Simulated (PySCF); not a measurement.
Task: Write Cartesian coordinates for HgMe2 (`[CH3][Hg][CH3]`) as optimised with PBE0-D3(BJ)/def2-SVP. (Singlet state.)

Result: 
```xyz
9
C2H6Hg angstrom
Hg     0.0140   -0.0099   -0.0031
C      0.0051   -0.0325    2.1006
H     -0.4565    0.8852    2.4971
H      1.0308   -0.0988    2.4961
H     -0.5651   -0.8946    2.4798
C      0.0245    0.0161   -2.1063
H     -1.0025    0.0001   -2.5028
H      0.5604   -0.8589   -2.5057
H      0.5222    0.9238   -2.4814
```

Any rigid rotation of these coordinates is as good. Atoms count from 1 in this order. Hg1 (mercury bonded to 2 C) is linear (angle 179.9°).

Bonds between heavy atoms (Å): Hg1–C2 2.104, Hg1–C6 2.103.

Method used: PBE0-D3(BJ)/def2-SVP geometry optimisation, gas phase, def2 core potentials past Kr (PySCF).

Point group: near D3d, missed by 0.09 Å at most; the miss may be what the optimiser left on a soft mode (D3 holds within 0.08 Å). No frequency check.

Time: 14 s of wall time; peak memory 0.36 GiB. Hardware: one thread of an Intel Xeon 6975P-C, no GPU, shared host. These figures are those of the optimisation.
